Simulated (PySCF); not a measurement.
CF3, charge +1, multiplicity 1.

```xyz
4

F     -1.2383     0.0000     0.0000
C      0.0000     0.0000     0.0000
F      0.6192    -1.0724     0.0000
F      0.6192     1.0724     0.0000
```
Charge +1, spin multiplicity 1.

Coordinates come from a TPSSh-D3(BJ)/def2-TZVP optimisation. The multiplicity is an assumed one; other spin states were not compared. The isomer is the one that the SMILES or the coordinates give; other isomers of the formula were not compared.

The numbers are results of KT2/pcSseg-2 run with PySCF, not measurements. Non-relativistic, no solvent.

Computed absolute GIAO shielding of each atom: isotropic value and principal components (ppm):
```
atom  σ(iso)    σ11    σ22    σ33   span
----  ------  -----  -----  -----  -----
F1     113.1  -89.1  178.8  249.5  338.6
C2      21.8   14.4   14.4   36.5   22.0
F3     113.1  -89.1  178.8  249.5  338.6
F4     113.1  -89.1  178.8  249.5  338.6
```
